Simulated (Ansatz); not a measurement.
Geometry optimisation, Ansatz 0.2.0, RKS B3LYP-D4/STO-3G.

Input:

```yaml
crystal:
  periodic: [false, false, false]
  atoms:
    - { symbol: S, position_ang: [-0.314, -3.447, -0.0898] }
    - { symbol: Al, position_ang: [0.1707, -1.5977, 1.1543] }
    - { symbol: O, position_ang: [-0.8744, -0.0395, 1.0098] }
    - { symbol: C, position_ang: [-0.3018, 0.818, -0.0029] }
    - { symbol: S, position_ang: [0.9763, 1.8538, 0.6121] }
    - { symbol: S, position_ang: [-1.7524, 1.8883, -0.5235] }
    - { symbol: H, position_ang: [0.4639, -2.9525, -1.1659] }
    - { symbol: H, position_ang: [1.4936, -1.6151, 2.1011] }
    - { symbol: H, position_ang: [-0.0316, 0.2622, -0.8575] }
    - { symbol: H, position_ang: [1.2845, 2.3704, -0.623] }
    - { symbol: H, position_ang: [-1.0494, 2.4021, -1.5939] }
basis:
  gaussian: { orbitals: STO-3G }
hamiltonian:
  xc: b3lyp
  dispersion: d4
relax:
  f_tol: 0.02
  max_steps: 40
scf:
  lower_state_search: "off"
```

Command:

```bash
$ ansatz run input.yaml --threads 1 --pin off --max-ram 2048MiB --backend cpu --events-out ev --progress --plain --runs-dir out
```

Task: Where does it end, and by what steps?

Result: It converged. Limits of this set-up: minimal basis. After 38 steps the energy has fallen by 2.484 eV; H10 moved furthest, 2.17 Å. Joined: Al2–S5 (3.59 → 2.37 Å).

```csv
step,energy less start (eV),largest force component (eV/Å),accepted
0,0.0000,3.521,yes
2,-1.0660,0.828,yes
4,-1.2442,1.321,yes
6,-1.5105,0.931,yes
8,-1.7077,0.898,yes
10,-1.9977,1.015,yes
12,-2.3185,0.813,yes
14,-2.3736,1.441,no
16,-2.4370,0.256,yes
18,-2.4518,0.155,yes
20,-2.4578,0.120,yes
22,-2.4608,0.062,yes
24,-2.4621,0.073,yes
26,-2.4631,0.196,yes
28,-2.4424,0.865,no
30,-2.4747,0.124,yes
32,-2.4807,0.226,yes
34,-2.4830,0.039,yes
36,-2.4837,0.051,yes
38,-2.4840,0.015,yes
```

```xyz
11
Properties=species:S:1:pos:R:3
S 1.382 -2.789 0.410
Al 0.359 -1.034 1.020
O -1.007 -0.614 -0.059
C -0.726 0.703 -0.401
S 1.226 0.910 -0.020
S -1.676 1.997 0.541
H 0.936 -2.722 -0.872
H 0.242 -0.688 2.469
H -0.833 0.923 -1.496
H 1.609 0.297 -1.176
H -1.447 2.960 -0.395
```

Time of the run: 110 s on 1 thread of Arm Neoverse V2 (shared host), peak memory 0.14 GiB.
